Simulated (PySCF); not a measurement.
C2H13Si4 (doublet state).
Geometry (GFN2-xTB, Å), atoms numbered from 1 in this order:
```xyz
19
C2H13Si4 angstrom
C     -0.8150    1.5436   -0.9211
Si    -0.8618    0.3166    0.5451
Si    -3.0671   -0.3065    0.9134
Si     0.6523   -1.3981    0.1311
C      2.1610   -0.8045   -0.8882
Si     3.2622    0.4630   -0.0122
H     -1.4630    2.3981   -0.7460
H     -1.1455    1.0686   -1.8415
H      0.1874    1.9262   -1.0934
H     -0.3889    1.1122    1.7036
H     -3.3474   -0.5636    2.3279
H     -3.4036   -1.5440    0.2015
H     -4.0542    0.6880    0.4806
H      0.0454   -2.5209   -0.6065
H      1.1861   -1.9917    1.3669
H      2.7638   -1.6723   -1.1600
H      1.8011   -0.3826   -1.8278
H      2.5856    1.7358    0.2230
H      3.8919   -0.0586    1.1959
```

The hyperfine couplings belong to this conformer and change with its torsions.

The species is `C[Si@@H]([SiH3])[SiH2]C[SiH2]` [radical].

Theory: UKS B3LYP, pcH-1 on C H Si, non-relativistic, mean-field spin-orbit, GIAO (PySCF 2.14.0). Isolated species at its GFN2-xTB geometry (one conformer only). GFN2-xTB frequencies show an imaginary mode (20i cm⁻¹), so this geometry is no minimum at that level. A GFN2-xTB geometry isn't a minimum of the functional, and hyperfine couplings can be far from their values at a DFT geometry, by a factor of two or more for some ions and for spin on atoms past the first row. The SCF solution wasn't tested for stability.

Principal values of hyperfine tensors in MHz (contact, dipolar and spin–orbit terms together), for some of the nuclei:

```csv
atom,isotope,A1,A2,A3
Si6,29Si,-605.93,-346.58,-346.45
Si4,29Si,-71.63,-58.68,-57.37
H19,1H,21.33,32.87,39.83
H18,1H,18.06,29.52,36.76
H16,1H,5.22,7.02,16.05
H17,1H,4.39,6.18,15.18
C5,13C,4.02,4.24,16.86
H10,1H,0.78,1.01,3.67
```

(1) Give the isotropic coupling of each nucleus in MHz and in mT (g = 2.0035), and the anisotropic part.

(2) What spin density at the nucleus of Si4 lies behind its contact coupling (g_N = -1.11058)?

(3) H14 (1H, g_N = 5.58569) isn't in the table. Its spin density at the nucleus is 0.005505 bohr⁻³. What is its contact coupling?

(4) Name the largest traceless tensor T of the table and describe it.

(5) In a single crystal, with the field along each principal axis of the tensor of H19 in turn, what first-order splitting does this nucleus give (isotropic g, quadrupole terms neglected)?

Results:

(1) a_iso is a third of the trace, T = A − a_iso, and a(mT) = a(MHz)/(g × 13.996). The tensors hold a spin–orbit part: the run splits a_iso into a_FC + a_SO, and T includes its anisotropic share.

```json
{"atom": "Si6", "a_iso (MHz)": "-432.99", "a_FC": "-434.02", "a_SO": "1.03", "a_iso (mT)": "-15.441", "T1": "-172.94", "T2": "86.40", "T3": "86.54"}
{"atom": "Si4", "a_iso (MHz)": "-62.56", "a_FC": "-62.62", "a_SO": "0.06", "a_iso (mT)": "-2.231", "T1": "-9.07", "T2": "3.88", "T3": "5.19"}
{"atom": "H19", "a_iso (MHz)": "31.34", "a_FC": "31.32", "a_SO": "0.02", "a_iso (mT)": "1.118", "T1": "-10.01", "T2": "1.53", "T3": "8.49"}
{"atom": "H18", "a_iso (MHz)": "28.11", "a_FC": "28.09", "a_SO": "0.02", "a_iso (mT)": "1.002", "T1": "-10.05", "T2": "1.41", "T3": "8.65"}
{"atom": "H16", "a_iso (MHz)": "9.43", "a_FC": "9.42", "a_SO": "0.01", "a_iso (mT)": "0.336", "T1": "-4.21", "T2": "-2.41", "T3": "6.62"}
{"atom": "H17", "a_iso (MHz)": "8.58", "a_FC": "8.58", "a_SO": "0.01", "a_iso (mT)": "0.306", "T1": "-4.19", "T2": "-2.40", "T3": "6.59"}
{"atom": "C5", "a_iso (MHz)": "8.37", "a_FC": "8.33", "a_SO": "0.04", "a_iso (mT)": "0.299", "T1": "-4.36", "T2": "-4.13", "T3": "8.49"}
{"atom": "H10", "a_iso (MHz)": "1.82", "a_FC": "1.82", "a_SO": "0.00", "a_iso (mT)": "0.065", "T1": "-1.04", "T2": "-0.81", "T3": "1.85"}
```

(2) a_FC = 800.24 MHz bohr³ × g_N × ρ(0)/(2S). With a_FC = -62.62 MHz and 2S = 1, ρ(0) = 0.07046 bohr⁻³. The nuclear moment is negative, so coupling and spin density have opposite signs.

(3) By the same relation, a_FC = 24.6 MHz. Its full tensor has the principal values 23.37, 24.09, 26.36 MHz.

(4) Si6: -172.9, 86.4, 86.5 MHz (the dipolar term alone has -172.0, 85.9, 86.1), axial, in the ratio +1:+1:−2, the form that spin in one p orbital centred on that nucleus gives (the nuclear moment is negative).

(5) 2 lines (I = 1/2), spaced by |A_i|/(g × 13.996): 0.76, 1.17, 1.42 mT along the axes of A1, A2 and A3.
